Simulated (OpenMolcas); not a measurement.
## Mo3+: CASPT2 settings compared

- Program: OpenMolcas
- Basis: ANO-RCC-VQZP [8s7p5d3f2g1h]
- Scalar Hamiltonian: DKH3, point nucleus
- Active space: 3 electrons in 5 orbitals (4d)
- State averaging: 2S+1 = 4 even, 10 roots; 2S+1 = 2 even, 40 roots
- Spin-orbit coupling: state interaction with AMFI integrals over the reference wave functions, term energies averaged over their components

Methods on the same reference wave functions:
A. CASSCF
B. SS-CASPT2, IPEA 0.6 Eh, imaginary shift 0.4 Eh (closed shells correlated: 4s 4p)
C. SS-CASPT2, IPEA 0.5 Eh, sigma2 regulariser 0.05 Eh (closed shells correlated: 4s 4p)
D. MS-CASPT2, IPEA 0.5 Eh, sigma2 regulariser 0.05 Eh (closed shells correlated: 4s 4p)
E. MS-CASPT2, IPEA 0.6 Eh, imaginary shift 0.4 Eh (closed shells correlated: 4s 4p)
F. XMS-CASPT2, IPEA 0 Eh, imaginary shift 0.15 Eh (closed shells correlated: 4s 4p)

Energies in cm⁻¹ above 4d³ ⁴F_3/2, the measured ground level; measured values from Sugar and Musgrove, J. Phys. Chem. Ref. Data 17, 155 (1988).

```
        Level      A      B      C      D      E      F  Measured
   4d³ ⁴F_3/2    0.0    0.0    0.0    0.0    0.0    0.0       0.0
   4d³ ⁴F_5/2    735    752    753    754    753    755       778
   4d³ ⁴F_7/2   1683   1704   1706   1707   1706   1709      1760
   4d³ ⁴F_9/2   2786   2790   2790   2790   2790   2790      2865
   4d³ ⁴P_1/2  13220  11200  11100  11040  11160  10550     10338
   4d³ ⁴P_3/2  13321  11230  11120  10980  11120  10520     10331
   4d³ ²G_7/2  14372  12050  11930  11930  12060  11830     11580
   4d³ ⁴P_5/2  14381  12390  12290  12280  12380  11790     11612
   4d³ ²G_9/2  15091  12740  12620  12660  12770  12560     12311
   4d³ ²P_1/2  18686  15700  15570  14620  14960  14290     14348
   4d³ ²H_9/2  19020  16290  16200  16450  16470  16350     15995
  4d³ ²H_11/2  19418  16620  16540  16820  16840  16730     16357
4d³ ²D_5/2(1)  21205  17680  17510  17530  17700  17130     16809
   4d³ ²F_7/2  31065  25890  25720  25720  25890  25450     24787
   4d³ ²F_5/2  31409  26210  26040  26040  26220  25770     25100
4d³ ²D_5/2(2)  48290  40280  40210  40200  40260  39970     38922
4d³ ²D_3/2(2)  48685  40650  40590  40650  40710  40340     39231
```

Deviations, from unrounded energies. A percentage is the sum of absolute deviations over the sum of measured energies, with the sign that they share, or ± where signs differ.

```csv
Against measurement,Levels,A,B,C,D,E,F
mean absolute deviation (cm-1),16,3800,710,620,580,690,360
fine structure of the ground term (%),3,-3.7,-2.9,-2.9,-2.8,-2.8,-2.7
other terms of the ground configuration (%),13,+24.4,+4.5,+3.9,+3.7,+4.4,±2.3
```

F lies closest to measurement on these levels and A furthest from it. The largest miss of F in the table is 4d³ ²D_3/2(2), by +1100 cm-1. The ranking rests on the paired levels alone, and a cruder setting can come out closer through cancelling errors.

Among B to F the level of the table that moves most is 4d³ ²P_1/2, by 1400 cm-1 (lowest in F, highest in B). Moves below CASPT2's spread within the term are not significant.

The mean deviations of B to F differ by less than CASPT2's widest spread within a term (680 cm-1), so their order carries little weight.

From A to B the spin-free energies of the other terms of 4d³ shown, above ⁴F, scale by factors of 0.81 to 0.84, as is usual when dynamic correlation screens the repulsion within a d or f shell.

The lowest spin-free term lies below A's lowest term by 0.318 hartree in B, 0.321 hartree in C, 0.321 hartree in D, 0.318 hartree in E, 0.342 hartree in F.

CASPT2 breaks the degeneracy within a term, and the mean is taken; among the terms shown or strongly mixed into the levels shown the widest spread is 680 cm-1 (4d³ ²H, C). The CASPT2 spread within a term exceeds the gap to the next term for 4d³ ²P and 4d³ ²H, so the order of their levels is uncertain (figures for B; the like holds for C, D, E). Without dynamic correlation excited terms often stand tens of per cent too high (terms of higher spin than the ground term too low), and those without a measured partner can miss by more than the paired ones (holds for A). Measured partners are found by configuration, term and J. A level has none where our copy of the source lacks it or the pairing is in doubt (some pairs that miss far off the trend of their configuration count as doubtful), and it then counts in no deviation. Levels of configurations outside the active space are missing. The table leaves out levels that lie high or whose names do not pair safely across all columns.

A number in round brackets counts repeated terms of one configuration in the order of the reference energies.
